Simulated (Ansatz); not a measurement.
The molecule GaNi, multiplicity 4 (an upper state: multiplicity 2 came lower at PBE0/def2-TZVPP). No spin–orbit coupling. Ni is treated without relativity. Ga is treated without relativity.

The constants come from a fifth-degree fit in 1/R (seven points, main isotopes). In def2 and cc sets the state is the lowest found near the PBE0 minimum, followed along R.

Programs: Ansatz (a first-principles code). 

```csv
level,r_e (Å),ω_e (cm⁻¹),ω_e x_e (cm⁻¹),dipole (D)
PBE/def2-TZVPP,2.309,234,1.4,1.04
PBE0/def2-TZVPP,2.328,…,1.4,1.38
wB97X-V/def2-TZVPP,…,…,1.6,1.74
```

**Question.** Complete the blanks.

**Answer.** 
- wB97X-V/def2-TZVPP, r_e (Å): 2.331
- wB97X-V/def2-TZVPP, ω_e (cm⁻¹): 218
- PBE0/def2-TZVPP, ω_e (cm⁻¹): 221
